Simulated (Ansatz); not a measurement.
```yaml
crystal:
  periodic: [false, false, false]
  atoms:
    - {symbol: Cl, position_ang: [1.189921, 2.520996, 0.492164]}
    - {symbol: Xx, position_ang: [0.344389, 1.108922, 0.099438]}
    - {symbol: C, position_ang: [0.805891, -0.123559, -0.246539]}
    - {symbol: C, position_ang: [-0.464065, -0.871592, -0.529004]}
    - {symbol: B, position_ang: [-0.830038, 0.269383, 0.519143]}
    - {symbol: H, position_ang: [1.809069, -0.531747, -0.129032]}
    - {symbol: H, position_ang: [-0.501299, -1.916871, -0.222333]}
    - {symbol: H, position_ang: [-0.828494, -0.740074, -1.544600]}
    - {symbol: H, position_ang: [-1.436875, 0.238142, 1.543563]}
basis:
  gaussian: {orbitals: def2-SVP}
hamiltonian: {xc: {name: r2SCAN}, dispersion: d3bj}
accuracy: high
scf: {lower_state_search: full}
output: {forces: true}
```

```sh
$ ansatz run in.yaml --threads 2 --pin off --events-out ev --progress --plain --max-ram 4352MiB
```

It prints (some lines left out):

```
Error: YAML parse error: error: line 5 column 16: `Xx` is not an element symbol (H … Og, case-exact)
 --> <input>:5:16
3 |   atoms:
4 |     - {symbol: Cl, position_ang: [1.189921, 2.520996, 0.492164]}
5 |     - {symbol: Xx, position_ang: [0.344389, 1.108922, 0.099438]}
6 |     - {symbol: C, position_ang: [0.805891, -0.123559, -0.246539]}
7 |     - {symbol: C, position_ang: [-0.464065, -0.871592, -0.529004]}
```

(1) What is wrong with this run?

Answers

(1) An element symbol is wrong. The input was rejected before any iteration.
